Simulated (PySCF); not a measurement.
**`[SiH3]O[C@@H]1CCO1`, C₃H₈O₂Si**

Molfile (atoms numbered from 1):
```
C3H8O2Si
     RDKit          3D

 14 14  0  0  0  0  0  0  0  0999 V2000
    1.9094    0.9739   -0.1255 Si  0  0  0  0  0  4  0  0  0  0  0  0
    1.3202   -0.5500   -0.2327 O   0  0  0  0  0  0  0  0  0  0  0  0
    0.1259   -0.9234    0.3060 C   0  0  2  0  0  0  0  0  0  0  0  0
   -1.0933   -0.8273   -0.6268 C   0  0  0  0  0  0  0  0  0  0  0  0
   -1.6129    0.1828    0.3967 C   0  0  0  0  0  0  0  0  0  0  0  0
   -0.4275    0.0457    1.1883 O   0  0  0  0  0  0  0  0  0  0  0  0
    0.9916    1.9480   -0.7265 H   0  0  0  0  0  0  0  0  0  0  0  0
    3.0975    0.7647   -0.9398 H   0  0  0  0  0  0  0  0  0  0  0  0
    2.1880    1.3497    1.2566 H   0  0  0  0  0  0  0  0  0  0  0  0
    0.2596   -1.8929    0.8081 H   0  0  0  0  0  0  0  0  0  0  0  0
   -1.6731   -1.7383   -0.7398 H   0  0  0  0  0  0  0  0  0  0  0  0
   -0.8449   -0.4103   -1.5985 H   0  0  0  0  0  0  0  0  0  0  0  0
   -1.7436    1.2068    0.0398 H   0  0  0  0  0  0  0  0  0  0  0  0
   -2.4975   -0.1300    0.9570 H   0  0  0  0  0  0  0  0  0  0  0  0
  1  2  1  0
  2  3  1  0
  3  4  1  0
  4  5  1  0
  5  6  1  0
  6  3  1  0
  1  7  1  0
  1  8  1  0
  1  9  1  0
  3 10  1  1
  4 11  1  0
  4 12  1  0
  5 13  1  0
  5 14  1  0
M  END
```

Level of theory: GIAO CAM-B3LYP/pcSseg-1 magnetisability, rotational g tensor and spin-rotation constants, non-relativistic, gas phase in PySCF. Geometry: GFN2-xTB.

Give the nuclear spin-rotation constants along the inertial axes (H = +C I·J) beside the isotropic shieldings.

Rotational constants 6.2490, 2.0640, 1.8838 GHz. A star marks the isotopologue with that one atom substituted, in its own axes.
```csv
atom,isotope,Caa (kHz),Cbb (kHz),Ccc (kHz),mean (kHz),σ (ppm)
H7,1H,-0.416,-0.137,0.009,-0.181,26.9
H8,1H,0.001,-0.088,-0.167,-0.085,27.2
H9,1H,-0.528,-0.055,-0.032,-0.205,27.0
H10,1H,-0.582,-0.110,0.060,-0.211,25.8
H11,1H,-0.101,-0.092,-0.217,-0.136,28.9
H12,1H,-0.529,-0.237,0.031,-0.245,29.3
H13,1H,-0.599,-0.063,-0.028,-0.230,27.2
H14,1H,0.265,-0.184,-0.173,-0.031,27.0
Si1,29Si*,-3.513,-1.201,-1.118,-1.944,391.2
O2,17O*,-0.834,-0.171,-0.262,-0.422,252.5
C3,13C*,1.797,0.518,0.527,0.947,81.0
C4,13C*,0.971,0.399,0.311,0.560,148.8
C5,13C*,1.349,0.520,0.345,0.738,117.5
O6,17O*,-0.747,-0.123,-0.344,-0.404,249.7
```
For the geometry as given, no vibrational averaging.

How do the rotational constants and the g tensor change when H7, H8, H9, H10, H11, H12, H13, H14 are replaced by deuterium?

Constants 5.0380, 1.7642, 1.6243 GHz; g -0.0661, -0.0170, -0.0185, against -0.0820, -0.0196, -0.0216 before.
